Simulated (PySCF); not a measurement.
Computed Raman spectrum (relative Raman activity) of a molecule C4H5F. Geometry optimised at PBE0-D3(BJ)/def2-SVP. Other conformers were not sampled. Level of theory: PBE0-D3(BJ)/def2-SVP (PySCF 2.14.0). Harmonic, unscaled wavenumbers; measured fundamentals usually lie a few per cent lower.

Lines under 2 % of the strongest are left out, and lines within 2 cm⁻¹ are merged.

ν (cm⁻¹): 182 (w), 222 (vw), 269 (vw), 582 (vw), 696 (vw), 832 (vw), 1132 (w), 1340 (w), 1361 (w), 1392 (vw), 1453 (w), 1466 (w), 2252 (vs), 3059 (vs), 3073 (vs), 3180 (s), 3183 (m), 3488 (m) (against the strongest line: vs over 80 %, s over 45 %, m over 15 %, w over 4 %, vw less)

Which structure fits?
A) C=CC(=C)F
B) C=C/C=C/F
C) C#C[C@H](C)F
D) F[C@H]1C=CC1

C, C#C[C@H](C)F
